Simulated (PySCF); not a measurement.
Se(Br)(OMe) (CH3BrOSe), SMILES CO[Se]Br. Atoms are numbered in the order given.

```xyz
7

Se    -0.0271    -0.4584     0.8952
Br     0.7973     1.1053    -0.6362
O     -0.8721    -1.5993    -0.1749
C     -2.1137    -1.1764    -0.7016
H     -1.9777    -0.3519    -1.4220
H     -2.5360    -2.0443    -1.2286
H     -2.8098    -0.8514     0.0897
```
Charge 0, spin multiplicity 1.

The structure is a stationary point at PBE0-D3(BJ)/def2-SVP. The structure was generated by enumeration, and PubChem lists no compound with its InChIKey, so it may never have been made. Other conformers were not sampled.

Computed with PySCF with PBE/pcSseg-1.

GIAO shieldings, no solvent; atoms alike by connectivity are averaged. δ = σ(ref) − σ: ⁷⁷Se against Me2Se (σ = 1634.8 ppm); ¹⁷O against H2O (σ = 334.3 ppm); ¹³C against TMS (σ = 182.0 ppm); ¹H against TMS (σ = 31.49 ppm), references at their B3LYP-D3(BJ)/def2-TZVP geometries, non-relativistic (without spin–orbit terms, shifts of atoms bonded to Cl or Br come out too high).

| nucleus | atoms | count | δ (ppm) |
|---|---|---|---|
| ⁷⁷Se | Se1 | 1 | 2306.9 |
| ¹⁷O | O3 | 1 | 115.1 |
| ¹³C | C4 | 1 | 69.9 |
| ¹H | H5, H6, H7 | 3 | 4.22 |
